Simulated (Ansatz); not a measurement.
Correlation energies of `C[C](C)(C)[Sn]([F])([F])[C](C)(C)C` by basis set

```csv
atom,x (Å),y (Å),z (Å)
C1,-2.152,0.264,1.492
C2,-1.220,-0.918,1.264
C3,-1.805,-1.886,0.245
C4,-0.922,-1.630,2.575
Sn5,0.675,-0.180,0.523
F6,1.832,-1.733,0.512
F7,1.387,0.871,1.985
C8,1.227,0.916,-1.258
C9,0.879,0.076,-2.479
C10,2.729,1.148,-1.173
C11,0.477,2.241,-1.275
H12,-3.100,-0.094,1.913
H13,-2.389,0.791,0.563
H14,-1.731,0.986,2.197
H15,-2.035,-1.399,-0.707
H16,-1.133,-2.725,0.046
H17,-2.744,-2.302,0.633
H18,-0.484,-0.956,3.315
H19,-1.857,-2.024,2.994
H20,-0.238,-2.471,2.436
H21,1.199,0.602,-3.388
H22,1.384,-0.893,-2.465
H23,-0.197,-0.100,-2.569
H24,3.001,1.733,-0.292
H25,3.060,1.703,-2.061
H26,3.284,0.207,-1.142
H27,0.786,2.825,-2.152
H28,-0.606,2.105,-1.343
H29,0.692,2.844,-0.389
```

Total charge 0; spin multiplicity 1. Correlated methods include outer-core shells of Sn, which these sets cover unevenly. Sn: def2 effective core potential. The geometry is a stationary point of PBE0-D4/def2-TZVP. Frozen core, restricted reference, the Gaussian-basis code of Ansatz.

```json
{"basis": "def2-SVP", "HF (Eh)": "-725.31842", "MP2 corr.": "-1.65643"}
{"basis": "def2-TZVPP", "HF (Eh)": "-725.92617", "MP2 corr.": "-2.25617"}
{"basis": "def2-QZVPP", "HF (Eh)": "-725.95312", "MP2 corr.": "-2.60744"}
```

**Question.** Estimate the CCSD correlation energy and the (T) correction in each basis where they were run (hartree).

**Answer.** 
```
     basis  CCSD corr.       (T)
  def2-SVP    -1.76661  -0.05063
def2-TZVPP    -2.32715  -0.08792
```
